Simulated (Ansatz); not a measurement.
Reactions of C2H3NO, SMILES `C=CN=O`.

Program: Ansatz. Geometries: PBE0-D4/def2-TZVP. ΔE: electronic, gas phase. CCSD(T)/CBS adds triple-zeta CCSD(T) − MP2 to the extrapolated MP2 energy (def2 sets, frozen cores). This one scheme is used for every species, atoms too. Functionals use def2-TZVPP. B3LYP here is the variant with VWN-RPA as its local correlation; programs differ in this. Open shells (•) are unrestricted, without spin–orbit coupling. Spin–orbit coupling would lower the free atoms: a little for C, O. Each species was taken in one conformer, which may not be the lowest.

| reaction | ωB97M-V (kcal/mol) | r2SCAN-D4 (kcal/mol) | ωB97X-V (kcal/mol) | B3LYP-D4 (kcal/mol) | CCSD(T)/CBS(def2) (kcal/mol) |
| --- | --- | --- | --- | --- | --- |
| `C=CN=O` → `OC1=CN1` | 14.1 | 14.8 | 15.3 | 18.0 | 15.2 |
| `C=CN=O` → `N=CC=O` | -45.1 | -43.3 | -44.2 | -43.5 | -44.8 |
| `C=CN=O` → `N=C=CO` | -26.0 | -26.5 | -23.8 | -25.6 | -24.6 |
| `C=CN=O` → `C1=NCO1` | -31.7 | -30.3 | -32.4 | -26.5 | -30.4 |
| `C=CN=O` → `OC1=NC1` | -24.6 | -24.2 | -24.5 | -20.5 | -22.9 |
| `C=CN=O` → 2 C• + 3 H• + N• + O• | 657.3 | 656.3 | 656.5 | 658.8 | 652.9 |
| `C=CN=O` + `O[Si](O)(O)S` → `C=CS[Si](O)(O)O` + `N=O` | 9.9 | 12.2 | 10.4 | 10.9 | 9.6 |
| `C=CN=O` → `C=NC=O` | -47.5 | -46.8 | -47.0 | -46.9 | -46.4 |
| `C=CN=O` + `C=CCO` → `C=CCOC=C` + `N=O` | 9.5 | 12.1 | 9.4 | 11.1 | 10.4 |

Largest T1 diagnostic: 0.016, for `C=NC=O`.
